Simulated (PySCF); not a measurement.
B(Cl)(H)(OSiH3) (BClH4OSi), SMILES [SiH3]OBCl.

Geometry optimised at r2SCAN-D4/def2-SVP. Other conformers were not sampled.

Calculation: r2SCAN/def2-TZVP run with PySCF.

```json
{
  "total_energy": "-852.24369 hartree",
  "point_group": "Cs",
  "highest_occupied_level": "-7.99 eV",
  "lowest_empty_level": "-1.29 eV",
  "orbital_gap": "6.70 eV",
  "dipole_moment": "1.22 D",
  "quadrupole, principal values (traceless, Buckingham form, about the centre of nuclear charge)": "-3.06, 1.10, 1.96 D·Å",
  "mean_static_polarisability": "54.2 bohr³ (8.03 Å³)",
  "polarisability_principal_values": "44.6, 53.9, 64.2 bohr³"
}
```
